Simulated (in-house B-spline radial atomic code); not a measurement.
Whole-atom quantities along the 12-electron series, configuration [Ne] 3s2. Breit and QED terms are first order and not part of the total energy; the density at the nucleus is averaged over the nuclear charge. Computed with a B-spline radial code for spherical atoms: Dirac-Hartree-Fock, average of the configuration, finite nuclei.

```csv
ion,Z,E/Z² (Eh),Σ<r²> (bohr²),n(0)/Z³ (bohr⁻³),Lamb diamagnetic shielding (ppm),repulsion over attraction,Breit energy (eV),self-energy (eV),vacuum polarisation (eV),Dirac less non-relativistic energy (Eh)
Mg,12,-1.3884,29.531,0.6679,710.68,0.16637,0.8659,0.59454,-0.03426,-0.32043
Al+,13,-1.4327,17.224,0.68024,787.17,0.15843,1.1482,0.79476,-0.047431,-0.45438
Si2+,14,-1.4726,11.906,0.6924,863.4,0.15047,1.4883,1.0387,-0.064084,-0.62754
P3+,15,?,?,?,?,?,?,?,?,?
S4+,16,-1.541,6.9817,0.71675,1015.81,0.13586,2.3638,1.6783,-0.11013,-1.1207
Cl5+,17,-1.5705,5.6512,0.72891,1092.13,0.12934,2.9103,2.0844,-0.14077,-1.457
Ar6+,18,?,?,?,?,?,?,?,?,?
K7+,19,-1.622,3.9518,0.75439,1245.17,0.11779,4.2485,3.0963,-0.22079,-2.3545
Ca8+,20,-1.6446,3.3839,0.7675,1321.93,0.11268,5.0514,3.7132,-0.27168,-2.9358
Sc9+,21,?,?,?,?,?,?,?,?,?
Ti10+,22,-1.6848,2.5675,0.79454,1476.03,0.10359,6.9532,5.1979,-0.39942,-4.4189
V11+,23,-1.7028,2.2675,0.80898,1553.4,0.099546,8.0633,6.0776,-0.47808,-5.345
Cr12+,24,-1.7196,2.0176,0.8236,1631,0.095785,9.2872,7.0569,-0.5679,-6.4113
Mn13+,25,-1.7353,1.8072,0.83855,1708.85,0.092283,10.631,8.142,-0.66991,-7.6317
```

Q: Fill in the row of P3+.

A: E/Z² (Eh): -1.5085; Σ<r²> (bohr²): 8.9054; n(0)/Z³ (bohr⁻³): 0.70456; Lamb diamagnetic shielding (ppm): 939.59; repulsion over attraction: 0.14291; Breit energy (eV): 1.8917; self-energy (eV): 1.3315; vacuum polarisation (eV): -0.08478; Dirac less non-relativistic energy (Eh): -0.84706.

Q: Fill in the row of Ar6+.

A: E/Z² (Eh): -1.5974; Σ<r²> (bohr²): 4.683; n(0)/Z³ (bohr⁻³): 0.74141; Lamb diamagnetic shielding (ppm): 1168.57; repulsion over attraction: 0.12333; Breit energy (eV): 3.5366; self-energy (eV): 2.5552; vacuum polarisation (eV): -0.17741; Dirac less non-relativistic energy (Eh): -1.865.

Q: Fill in the row of Sc9+.

A: E/Z² (Eh): -1.6655; Σ<r²> (bohr²): 2.9327; n(0)/Z³ (bohr⁻³): 0.78078; Lamb diamagnetic shielding (ppm): 1398.88; repulsion over attraction: 0.10796; Breit energy (eV): 5.9511; self-energy (eV): 4.4118; vacuum polarisation (eV): -0.33093; Dirac less non-relativistic energy (Eh): -3.62.

Q: With what power of Z does the column «Breit energy (eV)» change over this range?

A: A fit of the logarithm of its size against log Z from Z = 12 to 25 has slope 3.41.
